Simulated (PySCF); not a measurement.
CBrF3, SMILES C(F)(F)(F)Br.

The structure is a stationary point at B3LYP-D3(BJ)/def2-SVP.

Computed with PySCF with HF/def2-TZVP.

Symmetry labels are those of the subgroup Cs that the program uses (full group C3v).

Computed valence orbital energies around the gap with their symmetry:
```tsv
orbital	symmetry	energy (eV)
HOMO−7	A'	-20.15
HOMO−6	A"	-20.15
HOMO−5	A'	-18.98
HOMO−4	A"	-18.98
HOMO−3	A"	-18.51
HOMO−2	A'	-15.01
HOMO−1	A'	-12.42
HOMO	A"	-12.42
LUMO	A'	2.93
LUMO+1	A'	5.90
LUMO+2	A'	7.08
LUMO+3	A"	7.08
```
